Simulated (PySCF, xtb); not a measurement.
SnClI₃, SMILES [Cl][Sn]([I])([I])[I].

Harmonic wavenumbers (cm⁻¹) from xtb with GFN2-xTB at its own minimum, in rising order: 46, 46, 62, 79, 79, 146, 217, 217, 300.

**Question.** What does B3LYP-D3(BJ)/def2-SVP run with PySCF give at its own minimum? (An estimate is asked for; the answer gives what the named calculation found.)

**Answer.** 48, 48, 68, 88, 88, 162, 221, 221, 369. Paired by order, the mean absolute difference is 13 cm⁻¹ and the zero-point energies are 1.7 and 1.9 kcal/mol.
